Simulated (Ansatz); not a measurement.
Relaxation of AlClH4OS (8 atoms, charge 0, multiplicity 1), to a largest force component of 0.03 eV/Å in at most 50 steps.

Level of theory: Ansatz, RKS B3LYP-D4/6-31G*.

```xyz
8
Properties=species:S:1:pos:R:3:forces:R:3
Al 0.047 0.561 -0.249 -0.05 0.33 0.20
Cl -0.292 -0.403 3.024 0.01 0.95 -0.23
O 1.632 0.053 -0.632 -0.01 0.00 0.02
H 1.807 -0.812 -1.023 0.00 0.01 0.00
H -1.285 -0.154 -0.689 0.01 -0.01 0.01
S -0.048 2.554 0.786 0.11 -0.39 -0.13
H 1.300 2.685 0.829 -0.07 0.01 0.01
H -0.279 0.917 2.790 0.00 -0.89 0.12
```

**Question.** Where does it end, and by what steps?

**Answer.** The forces met the threshold. After 10 steps the energy has fallen by 0.051 eV; Cl2 moved furthest, 0.41 Å.

```json
{"step": "0", "energy less start (eV)": "0.0000", "largest force component (eV/Å)": "0.946", "accepted": "yes"}
{"step": "1", "energy less start (eV)": "-0.0260", "largest force component (eV/Å)": "0.312", "accepted": "yes"}
{"step": "2", "energy less start (eV)": "-0.0307", "largest force component (eV/Å)": "0.094", "accepted": "yes"}
{"step": "3", "energy less start (eV)": "-0.0345", "largest force component (eV/Å)": "0.288", "accepted": "yes"}
{"step": "4", "energy less start (eV)": "-0.0381", "largest force component (eV/Å)": "0.308", "accepted": "yes"}
{"step": "5", "energy less start (eV)": "-0.0430", "largest force component (eV/Å)": "0.322", "accepted": "yes"}
{"step": "6", "energy less start (eV)": "-0.0332", "largest force component (eV/Å)": "0.398", "accepted": "no"}
{"step": "7", "energy less start (eV)": "-0.0487", "largest force component (eV/Å)": "0.174", "accepted": "yes"}
{"step": "8", "energy less start (eV)": "-0.0503", "largest force component (eV/Å)": "0.091", "accepted": "yes"}
{"step": "9", "energy less start (eV)": "-0.0509", "largest force component (eV/Å)": "0.062", "accepted": "yes"}
{"step": "10", "energy less start (eV)": "-0.0514", "largest force component (eV/Å)": "0.025", "accepted": "yes"}
```

```xyz
8
Properties=species:S:1:pos:R:3
Al 0.020 0.548 -0.097
Cl -0.258 -0.430 2.613
O 1.608 0.042 -0.493
H 1.772 -0.815 -0.906
H -1.303 -0.149 -0.592
S -0.049 2.595 0.775
H 1.295 2.748 0.765
H -0.203 0.862 2.771
```

Whether the end is a true minimum wasn't checked by a vibrational analysis.

The run took 52 s on 1 thread of Arm Neoverse V1 (shared host), peak memory 0.16 GiB.
